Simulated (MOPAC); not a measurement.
MOPAC input (PM6):

```
PM6 FORCE THERMO(298,298) PRECISE LET CHARGE=1 GEO-OK AUX(PRECISION=9) THREADS=1
C4H10N

C    -1.54910218 1    0.23758578 1    0.08270313 1
C    -0.63052587 1   -0.96425251 1    0.40411252 1
C     0.59435935 1   -0.02113159 1    0.39147715 1
C    -0.32105757 1    1.17689707 1    0.04993438 1
N     1.60086377 1   -0.34940142 1   -0.71346305 1
H    -2.28513655 1    0.47372858 1    0.86722361 1
H    -2.10492794 1    0.16169480 1   -0.86173630 1
H    -0.64981176 1   -1.77375478 1   -0.33616719 1
H    -0.82177744 1   -1.43429766 1    1.38464734 1
H     1.14122592 1    0.05969801 1    1.35812799 1
H    -0.33033165 1    1.96583851 1    0.82221184 1
H    -0.15011404 1    1.68354189 1   -0.90800616 1
H     2.08178653 1   -1.24615117 1   -0.52271196 1
H     2.31853859 1    0.39241884 1   -0.79381506 1
H     1.12636148 1   -0.43269596 1   -1.63131153 1
```

From the output:

```
     H   15   0.566166   0.566174   4.262588

          HEAT OF FORMATION =     144.093232 KCALS/MOLE

          ZERO POINT ENERGY      80.768 KCAL/MOL

           NORMAL COORDINATE ANALYSIS (Total motion = 1 Angstrom)

   Root No.       1         2         3         4         5         6         7         8

                 1 A'      1 A"      2 A"      2 A'      3 A'      4 A'      3 A"      5 A'

                 132.4     149.9     341.0     417.3     656.5     787.5     826.0     899.8

           1   -0.0067   -0.0064    0.0077    0.0190    0.0429    0.0023   -0.0021   -0.0119
           2   -0.0060    0.0064   -0.0076    0.0190    0.0432    0.0026    0.0021   -0.0117
           3    0.0539   -0.0001    0.0001   -0.0062    0.0009    0.0222   -0.0000    0.0126
           4   -0.0064   -0.0063    0.0063    0.0195    0.0462    0.0029    0.0020   -0.0060
           5   -0.0080   -0.0070    0.0353    0.0082   -0.0353   -0.0069   -0.0042    0.0363
           6   -0.0307   -0.0096   -0.0336   -0.0258   -0.0010    0.0164    0.0307   -0.0182
           7   -0.0078    0.0069   -0.0324    0.0035   -0.0426   -0.0050    0.0004    0.0105
           8   -0.0080   -0.0069    0.0322    0.0043   -0.0434   -0.0050   -0.0004    0.0100
           9   -0.0147    0.0001   -0.0004    0.0555   -0.0381    0.0006    0.0000   -0.0391
          10   -0.0076    0.0069   -0.0357    0.0084   -0.0355   -0.0072    0.0046    0.0365
          11   -0.0068    0.0064   -0.0061    0.0192    0.0460    0.0031   -0.0024   -0.0061
          12   -0.0307    0.0096    0.0332   -0.0260   -0.0021    0.0163   -0.0306   -0.0177
          13    0.0227   -0.0000    0.0369   -0.0380   -0.0133    0.0046    0.0003   -0.0250
          14    0.0230    0.0000   -0.0368   -0.0379   -0.0131    0.0045   -0.0003   -0.0245
          15    0.0171   -0.0000    0.0005    0.0174    0.0190   -0.0119    0.0000    0.0445
          16    0.0455   -0.0048    0.0431    0.0399    0.0429   -0.1066   -0.0840   -0.0502
          17    0.0471    0.0047   -0.0429    0.0403    0.0431   -0.1085    0.0836   -0.0509
          18    0.1074   -0.0001    0.0006    0.0163    0.0004   -0.1033   -0.0011   -0.0357
          19   -0.0574   -0.0163    0.0013   -0.0008    0.0508    0.1123    0.0752    0.0314
          20   -0.0562    0.0163   -0.0013   -0.0006    0.0509    0.1114   -0.0748    0.0310
          21    0.1090   -0.0002    0.0000    0.0163   -0.0085   -0.1114    0.0010   -0.0394
          22   -0.0620   -0.0150   -0.0065   -0.0019    0.0530   -0.0981   -0.1093   -0.0409
          23    0.0060   -0.0058    0.0699    0.0677   -0.0894    0.0224    0.0655   -0.0405
          24   -0.0696   -0.0150   -0.0623   -0.0747    0.0375   -0.0638   -0.0827    0.0094
          25    0.0479   -0.0045    0.0438    0.0422    0.0440    0.0986    0.1033    0.0504
          26   -0.0231   -0.0169    0.0166   -0.0644    0.0142   -0.0432   -0.0799    0.1553
          27   -0.0666   -0.0153   -0.0627   -0.0754    0.0261   -0.0589   -0.0721    0.0146
          28   -0.0272    0.0145   -0.0480    0.0011   -0.0661    0.0043   -0.0407   -0.0283
          29   -0.0273   -0.0144    0.0478    0.0018   -0.0665    0.0042    0.0405   -0.0283
          30    0.0073    0.0002   -0.0006    0.0521   -0.0035   -0.0103   -0.0005    0.0160
          31   -0.0224    0.0167   -0.0172   -0.0636    0.0136   -0.0429    0.0794    0.1548
          32    0.0469    0.0048   -0.0430    0.0409    0.0444    0.0976   -0.1019    0.0514
          33   -0.0675    0.0154    0.0631   -0.0768    0.0257   -0.0607    0.0745    0.0160
          34    0.0072    0.0055   -0.0707    0.0687   -0.0902    0.0237   -0.0672   -0.0405
          35   -0.0629    0.0152    0.0070   -0.0026    0.0531   -0.0988    0.1101   -0.0409
          36   -0.0687    0.0149    0.0613   -0.0738    0.0356   -0.0622    0.0803    0.0094
          37    0.0235    0.0403    0.0331   -0.0400   -0.0104    0.0050    0.0012   -0.0215
          38    0.0241    0.2397   -0.0827   -0.0406   -0.0107    0.0065    0.0133   -0.0274
          39    0.0395    0.1256    0.0669   -0.0249    0.0613   -0.0021   -0.0141    0.0469
          40    0.0235   -0.2378    0.0838   -0.0401   -0.0115    0.0065   -0.0135   -0.0279
          41    0.0242   -0.0432   -0.0336   -0.0406   -0.0096    0.0050   -0.0010   -0.0210
          42    0.0395   -0.1282   -0.0653   -0.0249    0.0613   -0.0020    0.0139    0.0468
          43    0.0453    0.1888    0.0678   -0.0794    0.0279    0.0163   -0.0077   -0.0271
          44    0.0455   -0.1879   -0.0675   -0.0791    0.0277    0.0161    0.0077   -0.0266
          45   -0.0045    0.0025    0.0009    0.0539   -0.0200   -0.0206   -0.0001    0.0402

   Root No.       9        10        11        12        13        14        15        16

                 4 A"      5 A"      6 A'      6 A"      7 A"      7 A'      8 A'      8 A"

                 954.7     976.5     985.9    1027.9    1058.1    1062.9    1092.5    1097.7

           1   -0.0128    0.0055   -0.0186    0.0321    0.0354    0.0354    0.0085   -0.0161
           2    0.0127   -0.0055   -0.0187   -0.0320   -0.0353    0.0354    0.0093    0.0160
           3   -0.0002    0.0001   -0.0066    0.0004    0.0005   -0.0157    0.0568   -0.0002
           4    0.0056   -0.0050    0.0106   -0.0355   -0.0409   -0.0251   -0.0067    0.0189
           5    0.0615   -0.0006    0.0260    0.0004   -0.0015   -0.0029    0.0023    0.0066
           6    0.0002   -0.0074    0.0121   -0.0033    0.0242    0.0118   -0.0261    0.0231
           7    0.0426   -0.0044   -0.0235   -0.0107   -0.0042    0.0237    0.0048   -0.0019
           8   -0.0424    0.0044   -0.0237    0.0106    0.0042    0.0235    0.0047    0.0019
           9    0.0006   -0.0001   -0.0076   -0.0001   -0.0001   -0.0263   -0.0091   -0.0000
          10   -0.0615    0.0004    0.0258   -0.0006    0.0016   -0.0029    0.0027   -0.0062
          11   -0.0059    0.0051    0.0109    0.0355    0.0405   -0.0249   -0.0071   -0.0193
          12   -0.0009    0.0074    0.0123    0.0029   -0.0247    0.0121   -0.0259   -0.0229
          13    0.0208   -0.0056   -0.0158   -0.0027    0.0062   -0.0179   -0.0045   -0.0121
          14   -0.0207    0.0056   -0.0160    0.0027   -0.0062   -0.0178   -0.0045    0.0121
          15    0.0003   -0.0001   -0.0088   -0.0000    0.0001    0.0132    0.0023   -0.0002
          16    0.0189   -0.0356    0.0077   -0.0370    0.2118    0.0447   -0.0725    0.0463
          17   -0.0188    0.0355    0.0080    0.0368   -0.2108    0.0450   -0.0733   -0.0460
          18    0.0003   -0.0005    0.0185   -0.0005    0.0028    0.0055   -0.0376    0.0006
          19    0.0589    0.0554   -0.0255    0.1406   -0.0871   -0.0013    0.0891   -0.0887
          20   -0.0586   -0.0551   -0.0256   -0.1400    0.0866   -0.0010    0.0889    0.0882
          21    0.0008    0.0007    0.0089    0.0019   -0.0012    0.0211   -0.0452   -0.0012
          22   -0.0079   -0.0925    0.0591    0.0438   -0.1042   -0.1045    0.1105    0.0110
          23    0.0215   -0.1152    0.1175    0.0623   -0.0093   -0.0107    0.0461    0.0562
          24    0.0107    0.0131   -0.0194   -0.0001   -0.0155   -0.0328    0.0186   -0.0114
          25    0.0141    0.0877    0.0229   -0.0839    0.0310   -0.0676   -0.1485    0.0376
          26    0.0403    0.1242   -0.0160   -0.0564    0.0022   -0.0618   -0.0674   -0.0323
          27   -0.0080    0.0093   -0.0177   -0.0020   -0.0097    0.0000    0.0189   -0.0118
          28    0.1026    0.0727    0.0362    0.1310   -0.0030    0.0514   -0.0056    0.1713
          29   -0.1021   -0.0724    0.0355   -0.1304    0.0030    0.0509   -0.0056   -0.1705
          30    0.0014    0.0010   -0.0620    0.0017   -0.0000   -0.0531    0.0012    0.0023
          31   -0.0403   -0.1236   -0.0159    0.0560   -0.0022   -0.0614   -0.0670    0.0323
          32   -0.0142   -0.0884    0.0226    0.0842   -0.0309   -0.0679   -0.1486   -0.0372
          33    0.0077   -0.0098   -0.0182    0.0016    0.0101    0.0001    0.0200    0.0127
          34   -0.0214    0.1149    0.1175   -0.0621    0.0086   -0.0098    0.0453   -0.0563
          35    0.0076    0.0929    0.0594   -0.0441    0.1044   -0.1050    0.1109   -0.0111
          36   -0.0111   -0.0128   -0.0186   -0.0001    0.0143   -0.0315    0.0178    0.0108
          37    0.0307   -0.0084   -0.0068   -0.0045    0.0085   -0.0085   -0.0026   -0.0171
          38    0.0967   -0.0324   -0.0006   -0.0184    0.0363   -0.0088   -0.0030   -0.0632
          39   -0.1267    0.0406    0.1068    0.0243   -0.0430    0.0827    0.0169    0.0776
          40   -0.0982    0.0329   -0.0020    0.0187   -0.0369   -0.0098   -0.0032    0.0642
          41   -0.0295    0.0080   -0.0054    0.0042   -0.0081   -0.0074   -0.0024    0.0164
          42    0.1258   -0.0403    0.1069   -0.0241    0.0426    0.0826    0.0169   -0.0770
          43   -0.0372    0.0159    0.0940    0.0092   -0.0169    0.0446    0.0068    0.0302
          44    0.0370   -0.0158    0.0931   -0.0092    0.0169    0.0442    0.0067   -0.0300
          45   -0.0005    0.0002   -0.1041    0.0001   -0.0002   -0.0428   -0.0087    0.0004

   Root No.      17        18        19        20        21        22        23        24

                 9 A"      9 A'     10 A'     11 A'     10 A"     11 A"     12 A'     12 A"

                1140.8    1146.2    1193.5    1234.5    1247.7    1259.5    1271.4    1274.4

           1   -0.0094    0.0054   -0.0139   -0.0330    0.0286   -0.0268    0.0024   -0.0008
           2    0.0094    0.0056   -0.0139   -0.0331   -0.0285    0.0267    0.0024    0.0008
           3   -0.0001    0.0090    0.0063   -0.0009    0.0004   -0.0004    0.0014   -0.0000
           4    0.0089   -0.0016    0.0087    0.0450   -0.0212   -0.0215    0.0251    0.0025
           5    0.0157    0.0150   -0.0457    0.0176    0.0252   -0.0130   -0.0106    0.0086
           6    0.0001   -0.0253   -0.0121    0.0031    0.0010    0.0003   -0.0014   -0.0002
           7    0.0158   -0.0167    0.0338    0.0041    0.0372    0.0112    0.0091   -0.0299
           8   -0.0157   -0.0159    0.0341    0.0039   -0.0370   -0.0112    0.0092    0.0298
           9    0.0002    0.0662    0.0063   -0.0217    0.0005    0.0001    0.0071   -0.0004
          10   -0.0156    0.0153   -0.0456    0.0174   -0.0253    0.0129   -0.0107   -0.0086
          11   -0.0090   -0.0018    0.0083    0.0451    0.0211    0.0216    0.0250   -0.0025
          12   -0.0001   -0.0250   -0.0129    0.0028   -0.0016   -0.0004   -0.0018    0.0001
          13   -0.0127   -0.0026   -0.0081    0.0003   -0.0135   -0.0043   -0.0040    0.0082
          14    0.0126   -0.0030   -0.0079    0.0006    0.0134    0.0043   -0.0042   -0.0081
          15   -0.0002   -0.0268    0.0163    0.0186   -0.0002   -0.0001   -0.0110    0.0001
          16    0.0818   -0.0009   -0.0425   -0.0151   -0.0889    0.0948   -0.0984   -0.0136
          17   -0.0814   -0.0010   -0.0431   -0.0151    0.0885   -0.0944   -0.1002    0.0136
          18    0.0011   -0.0019   -0.0246    0.0076   -0.0012    0.0013   -0.1015   -0.0002
          19    0.0811    0.0287   -0.0224   -0.0196   -0.0924    0.0950   -0.0935   -0.0154
          20   -0.0807    0.0286   -0.0223   -0.0197    0.0920   -0.0945   -0.0925    0.0153
          21    0.0011   -0.0198    0.0123   -0.0052   -0.0012    0.0013    0.1040   -0.0002
          22   -0.0695   -0.0618    0.0824   -0.0637    0.0442    0.1128   -0.0556    0.0400
          23   -0.0689   -0.1413   -0.0060   -0.1085   -0.0100    0.0315    0.0312   -0.1379
          24    0.0059    0.0387    0.0094    0.0178    0.0461    0.0464   -0.0644    0.1037
          25   -0.0767   -0.0275    0.0790   -0.0697    0.0505    0.1151   -0.0616    0.0501
          26   -0.0783    0.0506    0.0447   -0.1421   -0.0210    0.0265    0.0456   -0.1345
          27   -0.0016    0.0164   -0.0062   -0.0221   -0.0476   -0.0492    0.0672   -0.0946
          28   -0.0447    0.0686    0.1660    0.0537   -0.0563   -0.0320   -0.0475    0.0357
          29    0.0445    0.0686    0.1649    0.0531    0.0561    0.0319   -0.0468   -0.0355
          30   -0.0006   -0.0294   -0.1397   -0.0644   -0.0008   -0.0004    0.0645    0.0005
          31    0.0780    0.0505    0.0444   -0.1415    0.0206   -0.0266    0.0450    0.1334
          32    0.0771   -0.0270    0.0791   -0.0707   -0.0498   -0.1146   -0.0605   -0.0482
```

The dipole moment of an ion depends on the origin.
